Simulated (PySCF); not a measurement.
B(H)2(SeH) (BH3Se), SMILES B[SeH].

The structure is a stationary point at PBE0-D3(BJ)/def2-TZVP.

These are M06-2X/def2-TZVPD (PySCF) values and carry that method's errors.

```
Quantity                                                                                                       Result
---------------------------------------------------------------------------------------------  ----------------------
total energy                                                                                      -2428.22312 hartree
point group                                                                                                        Cs
highest occupied level                                                                                       -8.97 eV
lowest empty level                                                                                           -0.60 eV
orbital gap                                                                                                   8.37 eV
dipole moment                                                                                                  0.63 D
quadrupole, principal values (traceless, Buckingham form, about the centre of nuclear charge)  -1.27, -1.12, 2.39 D·Å
mean static polarisability                                                                       44.4 bohr³ (6.57 Å³)
polarisability, principal values                                                               36.7, 40.7, 55.7 bohr³
```
